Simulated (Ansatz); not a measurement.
Mulliken charges of `NB(Cl)CO` from ωB97M-V/def2-TZVPP in Ansatz (PBE0-D4/def2-TZVP geometry).

| atom | x (Å) | y (Å) | z (Å) | charge (e) |
| --- | --- | --- | --- | --- |
| N1 | 0.479 | 1.142 | 0.876 | -0.206 |
| B2 | -0.154 | -0.082 | 0.768 | 0.095 |
| Cl3 | -0.933 | -0.810 | 2.189 | -0.174 |
| C4 | -0.185 | -0.855 | -0.604 | -0.049 |
| O5 | 0.359 | -0.106 | -1.690 | -0.350 |
| H6 | 0.553 | 1.669 | 1.729 | 0.141 |
| H7 | 0.968 | 1.522 | 0.082 | 0.143 |
| H8 | -1.196 | -1.219 | -0.833 | 0.112 |
| H9 | 0.427 | -1.760 | -0.513 | 0.109 |
| H10 | -0.319 | 0.498 | -2.003 | 0.177 |

Task: By hand: the dipole of these point charges (1 e Å = 4.8032 D).

Result: Σ q r = (0.005, 0.190, -0.116) e Å, of length 0.223 e Å = 1.07 D.

Task: How does the dipole of the full density compare? (Estimate.)

Result: Computed: (-0.016, 0.410, -0.114) e Å, 2.05 D; the point charges give 0.52 times that, at 16° from its direction.

Point charges leave out the atoms' own dipoles, such as those of lone pairs, and Mulliken's split depends on the basis, so the two needn't agree.
